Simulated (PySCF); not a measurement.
This PySCF input asks for the NMR shieldings of SMILES C=[C](C)[AlH][N](C)CC, C₆H₁₄AlN; the geometry comes from GFN2-xTB.

```python
import basis_set_exchange as bse
import numpy as np
from pyscf import gto, dft
from pyscf.prop import nmr

atoms = """
C     2.874107   -1.391980   -0.602918
C     2.110827   -0.469458   -0.018012
C     2.664368    0.472144    1.015854
Al    0.251728   -0.536506   -0.739353
N    -1.069254    0.596026   -0.266017
C    -0.916376    2.041332   -0.317260
C    -2.394098    0.201604    0.182664
C    -2.483504   -1.314392    0.200864
H     2.443684   -2.057535   -1.344347
H     3.926019   -1.538706   -0.391209
H     2.060774    0.428668    1.922915
H     2.619362    1.498173    0.647567
H     3.699704    0.235193    1.264443
H     0.029780   -1.563814   -1.869659
H    -1.116676    2.499835    0.658562
H    -1.599493    2.491359   -1.048305
H     0.108739    2.276543   -0.610383
H    -2.589128    0.601865    1.190154
H    -3.164919    0.613883   -0.485370
H    -2.362258   -1.699569   -0.811416
H    -3.433722   -1.652772    0.606254
H    -1.670074   -1.712504    0.814124
"""
names = dict.fromkeys(["C", "Al", "N", "H"], "pcSseg-1")
basis = {el: gto.basis.parse(bse.get_basis(n, elements=[el], fmt="nwchem")) for el, n in names.items()}
mol = gto.M(atom=atoms, basis=basis, charge=0, verbose=0)
mf = dft.RKS(mol, xc="PBE0")
mf.grids.level = 2
mf.grids.alignment = dft.numint.BLKSIZE   # the property module wants whole blocks of grid points
mf.conv_tol = 1e-9
mf.kernel()

calc = nmr.RKS(mf)   # GIAO
C = mf.mo_coeff
Co = C[:, mf.mo_occ > 0]
resp = mf.gen_response(singlet=True, hermi=2)
def vind(x):   # induced exchange potential for any number of trial vectors
    d = np.einsum("pi,xij,qj->xpq", C, 2 * x.reshape(-1, C.shape[1], Co.shape[1]), Co, optimize=True)
    return np.einsum("xpq,pi,qj->xij", resp(d - d.transpose(0, 2, 1)), C, Co, optimize=True).ravel()
mo1, _ = nmr.rhf.solve_mo1(calc, with_cphf=vind)
sigma = calc.kernel(mo1)
for i, s in enumerate(sigma):   # ppm
    w = np.linalg.eigvalsh((s + s.T) / 2)
    print("%2d %-2s iso %8.1f  s11 %8.1f  s22 %8.1f  s33 %8.1f" % (i, mol.atom_pure_symbol(i), w.mean(), *w))
```

**Question.** What does it print?

**Answer.** 
```
 0 C  iso     42.2  s11    -82.1  s22     60.1  s33    148.6
 1 C  iso     19.2  s11    -90.8  s22    -28.7  s33    177.3
 2 C  iso    158.3  s11    144.7  s22    146.3  s33    184.0
 3 Al iso    363.8  s11    346.2  s22    363.7  s33    381.6
 4 N  iso    193.1  s11    149.9  s22    199.7  s33    229.6
 5 C  iso    145.9  s11    119.0  s22    136.8  s33    181.8
 6 C  iso    132.5  s11    113.4  s22    117.5  s33    166.8
 7 C  iso    165.5  s11    149.2  s22    164.7  s33    182.6
 8 H  iso     25.6  s11     22.4  s22     24.3  s33     30.2
 9 H  iso     25.0  s11     21.5  s22     25.4  s33     28.2
10 H  iso     29.4  s11     25.4  s22     29.2  s33     33.7
11 H  iso     29.5  s11     25.7  s22     29.0  s33     33.9
12 H  iso     29.7  s11     26.3  s22     28.2  s33     34.7
13 H  iso     27.0  s11     23.1  s22     26.3  s33     31.5
14 H  iso     28.9  s11     24.7  s22     26.7  s33     35.3
15 H  iso     28.9  s11     24.1  s22     26.8  s33     35.7
16 H  iso     28.6  s11     24.1  s22     27.8  s33     34.0
17 H  iso     28.7  s11     24.9  s22     27.1  s33     34.2
18 H  iso     28.6  s11     25.2  s22     26.8  s33     33.9
19 H  iso     29.7  s11     25.9  s22     28.4  s33     34.7
20 H  iso     30.0  s11     25.8  s22     27.1  s33     37.2
21 H  iso     30.7  s11     27.1  s22     30.4  s33     34.7
```

These numbers come from an equivalent density-fitted implementation of the same equations, which agrees with the script to about 0.01 ppm for H and up to a few tenths of a ppm for heavy atoms, so last digits may differ.

Size and cost of the density-fitted run: 213 basis functions, 2.2 min wall time (110 s CPU) on 1 thread of an Intel Xeon, shared host; peak memory 1 GiB.
